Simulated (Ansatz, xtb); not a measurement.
# Relative energy of two isomers of FGeH3Se3

Structure I: `[F][Ge]([SeH])([SeH])[SeH]`, a singlet. Structure II: `[F][Ge@H]([SeH])[Se][SeH]`, a singlet. Both are isolated molecules in the gas phase, relaxed with PBE0-D4/def2-SVP; the shapes shown needn't be the lowest conformers.

I (Å):

```xyz
8

F     0.4233    3.1161    1.7593
Ge    0.9141    1.6903    0.8826
Se   -0.9215    0.9186   -0.3392
Se    1.4629   -0.0479    2.3438
Se    2.7249    2.5280   -0.3448
H    -1.2313    2.2824   -0.7988
H     2.8576    0.4144    2.4212
H     2.8361    1.2660   -1.0942
```

II (Å):

```xyz
8

F     1.2708    0.5839    1.0532
Ge    1.7100   -1.0199    0.5205
Se    0.1055   -1.7860   -0.9733
Se    1.8773   -2.3332    2.4727
Se   -0.4117   -2.5587    2.9052
H     3.0915   -0.8990   -0.1406
H    -0.7863   -2.1038    0.1630
H    -0.5821   -1.2344    3.5326
```

**Question.** Which of the two would you expect CCSD(T)/def2-SVP + ΔMP2/def2-TZVPP electronic energies to favour?

**Answer.** Structure I; the calculation gives E(II) − E(I) = +0.637 eV.

The same difference at several levels:

```tsv
level	geometry	E(II) − E(I) (eV)	departure from the last row (eV)	job, with rough time for the two
PBE0-D4/def2-SVP	PBE0-D4/def2-SVP	+0.606	−0.030	optimisation, 4.7 min
HF/def2-SVP	PBE0-D4/def2-SVP	+0.695	+0.059	part of the CCSD(T) run
MP2/def2-SVP	PBE0-D4/def2-SVP	+0.708	+0.071	part of the CCSD(T) run
CCSD(T)/def2-SVP	PBE0-D4/def2-SVP	+0.666	+0.029	single point
CCSD(T)/def2-SVP + ΔMP2/def2-TZVPP	PBE0-D4/def2-SVP	+0.637		single point, 4.7 min
```

As drawn, II has 1 Se–Se, 1 Ge–H in place of 1 Ge–Se, 1 Se–H.

The levels shown agree on the order. The largest departure from CCSD(T)/def2-SVP + ΔMP2/def2-TZVPP is that of MP2/def2-SVP, 0.071 eV. Levels run at GFN2-xTB geometries aren't shown. The last row adds to CCSD(T) the change of the MP2 difference between the two basis sets, here −0.029 eV.

With thermal terms from frequencies at re-optimised GFN2-xTB minima (ideal gas, soft modes damped towards free rotors, one conformer each, 298.15 K, 1 atm): on the last row, ΔE + ΔZPE = +0.659, ΔH = +0.632, ΔG = +0.703 eV.

The correlated steps freeze 37 core orbitals; the filled d shell of Ge and Se is correlated, in a basis made for valence electrons. Mirror images aren't counted in ΔG. Codes used: Ansatz 0.2.0, xtb 6.7.1; the last row on 2 threads of Arm Neoverse V1 on a shared host.
